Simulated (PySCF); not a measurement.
C6H16N (SMILES CC[NH+](CC)CC), charge +1, singlet, geometry from GFN2-xTB, with bond 13-3 at 2.0 times its length; HF/STO-3G (PySCF).

The PySCF input:
```python
from pyscf import gto, scf

mol = gto.M(
    atom='''
C     0.079666    2.539458   -0.623977
C     0.723640    1.163841   -0.647838
N     0.044079    0.220196    0.288025
C     0.973082   -0.825813    0.815530
C     1.537329   -1.748276   -0.250973
C    -1.203839   -0.337405   -0.305066
C    -2.097264   -0.999560    0.729529
H    -0.952055    2.520975   -0.964470
H     0.114293    2.972000    0.373886
H     0.629815    3.199799   -1.288421
H     0.689082    0.739934   -1.652066
H     1.768026    1.252526   -0.343486
H    -0.542274    1.333776    1.912261
H     0.433760   -1.410088    1.562081
H     1.790760   -0.307072    1.320892
H     2.070344   -1.201219   -1.022828
H     0.769290   -2.361335   -0.712810
H     2.245857   -2.421608    0.223903
H    -1.744551    0.488961   -0.768491
H    -0.926282   -1.044347   -1.086790
H    -1.668091   -1.916545    1.122555
H    -3.042600   -1.259077    0.261105
H    -2.312795   -0.324733    1.555395
''',
    basis='sto-3g',
    charge=1,
    spin=0,
    verbose=4,
)

mf = scf.RHF(mol)
mf.diis_space = 12
mf.kernel()
mf.analyze()
```

It wrote (shortened):

```
PySCF version 2.14.0

[INPUT] verbose = 4
[INPUT] num. atoms = 23
[INPUT] num. electrons = 58
[INPUT] charge = 1
[INPUT] spin (= nelec alpha-beta = 2S) = 0
[INPUT] symmetry False subgroup None
[INPUT] Mole.unit = angstrom
[INPUT] Symbol           X                Y                Z      unit          X                Y                Z       unit  Magmom
[INPUT]  1 C      0.079666000000   2.539458000000  -0.623977000000 AA    0.150546921440   4.798880124836  -1.179145638028 Bohr   0.0
[INPUT]  2 C      0.723640000000   1.163841000000  -0.647838000000 AA    1.367481412780   2.199340742540  -1.224236393086 Bohr   0.0
[INPUT]  3 N      0.044079000000   0.220196000000   0.288025000000 AA    0.083297237845   0.416110133725   0.544288367028 Bohr   0.0
[INPUT]  4 C      0.973082000000  -0.825813000000   0.815530000000 AA    1.838858476744  -1.560560400105   1.541128346367 Bohr   0.0
[INPUT]  5 C      1.537329000000  -1.748276000000  -0.250973000000 AA    2.905130773351  -3.303762830150  -0.474270234660 Bohr   0.0
[INPUT]  6 C     -1.203839000000  -0.337405000000  -0.305066000000 AA   -2.274926008070  -0.637603043059  -0.576491189917 Bohr   0.0
[INPUT]  7 C     -2.097264000000  -0.999560000000   0.729529000000 AA   -3.963254570910  -1.888894645070   1.378610009928 Bohr   0.0
[INPUT]  8 H     -0.952055000000   2.520975000000  -0.964470000000 AA   -1.799123205523   4.763952316875  -1.822584155359 Bohr   0.0
[INPUT]  9 H      0.114293000000   2.972000000000   0.373886000000 AA    0.215982467955   5.616266042207   0.706542141809 Bohr   0.0
[INPUT] 10 H      0.629815000000   3.199799000000  -1.288421000000 AA    1.190177859143   6.046743763657  -2.434762823138 Bohr   0.0
[INPUT] 11 H      0.689082000000   0.739934000000  -1.652066000000 AA    1.302176257368   1.398272610254  -3.121952279706 Bohr   0.0
[INPUT] 12 H      1.768026000000   1.252526000000  -0.343486000000 AA    3.341084921110   2.366931103897  -0.649094467622 Bohr   0.0
[INPUT] 13 H     -0.542274000000   1.333776000000   1.912261000000 AA   -1.024749344472   2.520471351518   3.613649568687 Bohr   0.0
[INPUT] 14 H      0.433760000000  -1.410088000000   1.562081000000 AA    0.819687603791  -2.664680131536   2.951905274387 Bohr   0.0
[INPUT] 15 H      1.790760000000  -0.307072000000   1.320892000000 AA    3.384045954826  -0.580281980522   2.496124120129 Bohr   0.0
[INPUT] 16 H      2.070344000000  -1.201219000000  -1.022828000000 AA    3.912383143637  -2.269974925624  -1.932864792537 Bohr   0.0
[INPUT] 17 H      0.769290000000  -2.361335000000  -0.712810000000 AA    1.453747410367  -4.462276438350  -1.347015678851 Bohr   0.0
[INPUT] 18 H      2.245857000000  -2.421608000000   0.223903000000 AA    4.244054644937  -4.576175901056   0.423115348468 Bohr   0.0
[INPUT] 19 H     -1.744551000000   0.488961000000  -0.768491000000 AA   -3.296723600336   0.924002375593  -1.452237519193 Bohr   0.0
[INPUT] 20 H     -0.926282000000  -1.044347000000  -1.086790000000 AA   -1.750419294114  -1.973529809011  -2.053735454916 Bohr   0.0
[INPUT] 21 H     -1.668091000000  -1.916545000000   1.122555000000 AA   -3.152235140852  -3.621745155405   2.121321509761 Bohr   0.0
[INPUT] 22 H     -3.042600000000  -1.259077000000   0.261105000000 AA   -5.749680706602  -2.379310699739   0.493416939755 Bohr   0.0
[INPUT] 23 H     -2.312795000000  -0.324733000000   1.555395000000 AA   -4.370549132263  -0.613656433608   2.939270565518 Bohr   0.0

nuclear repulsion = 347.83179699431
number of shells = 37
number of NR pGTOs = 153
number of NR cGTOs = 51
basis = sto-3g
ecp = {}

******** <class 'pyscf.scf.hf.RHF'> ********
method = RHF
initial guess = minao
damping factor = 0
level_shift factor = 0
DIIS = <class 'pyscf.scf.diis.CDIIS'>
diis_start_cycle = 1
diis_space = 12
diis_damp = 0
SCF conv_tol = 1e-09
SCF conv_tol_grad = None
SCF max_cycles = 50
direct_scf = True
direct_scf_tol = 1e-13
Set gradient conv threshold to 3.16228e-05
Initial guess from minao.
init E= -288.338528223176
  HOMO = -0.230755617251262  LUMO = -0.0558398831404945  gap/eV = 4.75970
cycle= 1 E= -287.082680734599  delta_E= 1.26  |g|= 0.356  |ddm|= 5.36
  HOMO = -0.583193317980253  LUMO = -0.188016553241835  gap/eV = 10.75331
cycle= 2 E= -287.127562185295  delta_E= -0.0449  |g|= 0.14  |ddm|= 0.656
  HOMO = -0.539050369282382  LUMO = -0.168520042975021  gap/eV = 10.08264
cycle= 3 E= -287.134131921604  delta_E= -0.00657  |g|= 0.0736  |ddm|= 0.289
  HOMO = -0.54575315467477  LUMO = -0.162081706842155  gap/eV = 10.44023
cycle= 4 E= -287.135935674849  delta_E= -0.0018  |g|= 0.00885  |ddm|= 0.101
  HOMO = -0.545705349237948  LUMO = -0.160434880648927  gap/eV = 10.48374
cycle= 5 E= -287.135979161825  delta_E= -4.35e-05  |g|= 0.00268  |ddm|= 0.0169
  HOMO = -0.545602936342803  LUMO = -0.160015705772951  gap/eV = 10.49236
cycle= 6 E= -287.13598435708  delta_E= -5.2e-06  |g|= 0.000643  |ddm|= 0.00646
  HOMO = -0.545437823693302  LUMO = -0.159656595760515  gap/eV = 10.49764
cycle= 7 E= -287.135984596252  delta_E= -2.39e-07  |g|= 8.96e-05  |ddm|= 0.00147
  HOMO = -0.545429504283309  LUMO = -0.15962720386954  gap/eV = 10.49822
cycle= 8 E= -287.135984601097  delta_E= -4.85e-09  |g|= 1.67e-05  |ddm|= 0.000211
  HOMO = -0.545430722279114  LUMO = -0.159628448748869  gap/eV = 10.49821
cycle= 9 E= -287.13598460131  delta_E= -2.14e-10  |g|= 3.41e-06  |ddm|= 4.65e-05
  HOMO = -0.545430475578248  LUMO = -0.159628368097816  gap/eV = 10.49821
Extra cycle  E= -287.13598460132  delta_E= -9.66e-12  |g|= 1.5e-06  |ddm|= 6.84e-06
converged SCF energy = -287.13598460132
**** SCF Summaries ****
Total Energy =                        -287.135984601320160
Nuclear Repulsion Energy =             347.831796994310025
One-electron Energy =                -1066.778677594223154
Two-electron Energy =                  431.810895998593026
Two-electron Coulomb Energy =          474.799673739572995
DFT Exchange-Correlation Energy =      -42.988777740979970
HOMO-LUMO gap [eV] =                    10.498210073979569
**** MO energy ****
MO #1   energy= -15.6806048928832  occ= 2
MO #2   energy= -11.2931568994082  occ= 2
MO #3   energy= -11.2924676926101  occ= 2
MO #4   energy= -11.2910378178192  occ= 2
MO #5   energy= -11.2194840242211  occ= 2
MO #6   energy= -11.2167188829643  occ= 2
MO #7   energy= -11.2126685110442  occ= 2
MO #8   energy= -1.42974089740234  occ= 2
MO #9   energy= -1.1929266112829   occ= 2
MO #10  energy= -1.18655300131165  occ= 2
MO #11  energy= -1.11334392457699  occ= 2
MO #12  energy= -1.02490920702716  occ= 2
MO #13  energy= -1.00628225752161  occ= 2
MO #14  energy= -0.92878846648199  occ= 2
MO #15  energy= -0.840528125713818 occ= 2
MO #16  energy= -0.821580630968352 occ= 2
MO #17  energy= -0.79158246253528  occ= 2
MO #18  energy= -0.769067775095944 occ= 2
MO #19  energy= -0.736620050486974 occ= 2
MO #20  energy= -0.715870493167085 occ= 2
MO #21  energy= -0.690970795676806 occ= 2
MO #22  energy= -0.678024296859418 occ= 2
MO #23  energy= -0.671833813215886 occ= 2
MO #24  energy= -0.666414838274214 occ= 2
MO #25  energy= -0.657847231823473 occ= 2
MO #26  energy= -0.644856737888633 occ= 2
MO #27  energy= -0.633364170909157 occ= 2
MO #28  energy= -0.625768826275376 occ= 2
MO #29  energy= -0.545430475578248 occ= 2
MO #30  energy= -0.159628368097816 occ= 0
MO #31  energy= 0.307991073014992  occ= 0
MO #32  energy= 0.353480365615671  occ= 0
MO #33  energy= 0.365009273224971  occ= 0
MO #34  energy= 0.437603584426579  occ= 0
MO #35  energy= 0.462812303623049  occ= 0
MO #36  energy= 0.47769001573832   occ= 0
MO #37  energy= 0.487931690331486  occ= 0
 ** Mulliken pop on meta-lowdin orthogonal AOs  **
 ** Mulliken pop  **
 ** Mulliken atomic charges  **
charge of    0C =     -0.10357
charge of    1C =      0.02647
charge of    2N =     -0.00117
charge of    3C =      0.02692
charge of    4C =     -0.10853
charge of    5C =      0.02442
charge of    6C =     -0.10556
charge of    7H =      0.05269
charge of    8H =      0.04282
charge of    9H =      0.07193
charge of   10H =      0.07319
charge of   11H =      0.06615
charge of   12H =      0.32131
charge of   13H =      0.06529
charge of   14H =      0.06343
charge of   15H =      0.05328
charge of   16H =      0.05316
charge of   17H =      0.07144
charge of   18H =      0.06536
charge of   19H =      0.07320
charge of   20H =      0.05438
charge of   21H =      0.07071
charge of   22H =      0.04266

WARN: System has nonzero charge 1; the dipole moment is origin-dependent.
Location of origin: [0. 0. 0.]

Dipole moment(X, Y, Z, Debye): -0.33975,  1.72225,  2.27197
```
